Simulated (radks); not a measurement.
Values are calculated unless marked as measured or tabulated.
The nuclear charge of neutral lanthanum is varied continuously with 57 electrons held in [Xe] 5d1 6s2. Code: a radial shooting solver on a logarithmic mesh with Libxc functionals. Model: Dirac Kohn-Sham, PBE, spin-unpolarised, spherical densities, point nucleus; open shells are shared between the two j in proportion to 2j + 1. By the Hellmann-Feynman theorem dE/dZ = E(electron-nucleus)/Z, the electronic potential at the nucleus.

| Z | E (hartree) | E(electron-nucleus)/Z (hartree) | HOMO | e(HOMO) (eV) | <r> HOMO (bohr) |
|---|---|---|---|---|---|
| 56.8 | -8425.1463 | -360.901 | 5d5/2 | -1.685 | 3.241 |
| 56.9 | -8461.2816 | -361.804 | 5d5/2 | -2.333 | 3.128 |
| 57 | -8497.5072 | -362.707 | 5d5/2 | -3.014 | 3.031 |
| 57.1 | -8533.8230 | -363.610 | 5d5/2 | -3.726 | 2.945 |
| 57.2 | -8570.2291 | -364.512 | 5d5/2 | -4.467 | 2.869 |
| 57.3 | -8606.7255 | -365.415 | 5d5/2 | -5.236 | 2.800 |
| 57.4 | -8643.3121 | -366.318 | 6s1/2 | -5.961 | 4.095 |
| 57.5 | -8679.9890 | -367.221 | 6s1/2 | -6.576 | 4.024 |
| 57.6 | -8716.7562 | -368.124 | 6s1/2 | -7.207 | 3.956 |
| 57.7 | -8753.6138 | -369.027 | 6s1/2 | -7.854 | 3.893 |
| 57.8 | -8790.5616 | -369.931 | 6s1/2 | -8.517 | 3.832 |
| 57.9 | -8827.5999 | -370.835 | 6s1/2 | -9.195 | 3.774 |
| 58 | -8864.7286 | -371.739 | 6s1/2 | -9.887 | 3.719 |

The central difference of E at Z = 57 is -362.707 hartree, to compare with the third column; the second derivative is -9.03 hartree.
